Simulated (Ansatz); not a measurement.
Calculated with Ansatz (gas phase, PBE0-D4/def2-TZVP geometries, no zero-point term in ΔE). CCSD(T)/CBS adds triple-zeta CCSD(T) − MP2 to the extrapolated MP2 energy (def2 sets, frozen cores). This one scheme is used for every species. DFT in def2-TZVPP. B3LYP here is the variant with VWN-RPA as its local correlation; programs differ in this. def2 core potentials past Kr. For Sn outer-core shells are correlated without core-valence functions, which leaves a few kJ/mol of doubt a bond. One conformer a species, not always the lowest.

Reaction (formal exchange of groups at a B–Sn bond): `C[B]([SiH3])[SnH3]` + `BCl` → `CB([SiH3])BCl` + `[SnH4]`

```
             level  ΔE (kcal/mol)  difference from CCSD(T)/CBS
         r2SCAN-D4           -2.2                         -3.7
           PBE0-D4           -1.7                         -3.2
           ωB97X-V           -1.4                         -2.9
           ωB97M-V           -1.0                         -2.5
               PBE           -2.2                         -3.7
            r2SCAN           -2.2                         -3.7
             B3LYP           -1.7                         -3.2
CCSD(T)/def2-TZVPP            0.4                         -1.1
     HF/def2-QZVPP           -0.9                         -2.4
     MP2/CBS(def2)            2.7                          1.2
       CCSD(T)/CBS            1.5                            0
```

Largest T1 diagnostic among the species: 0.014.

In def2-TZVPP, CCSD(T) changes the Hartree–Fock value by +1.3 kcal/mol (the triples alone add +0.1 kcal/mol) and MP2 by +2.5 kcal/mol.
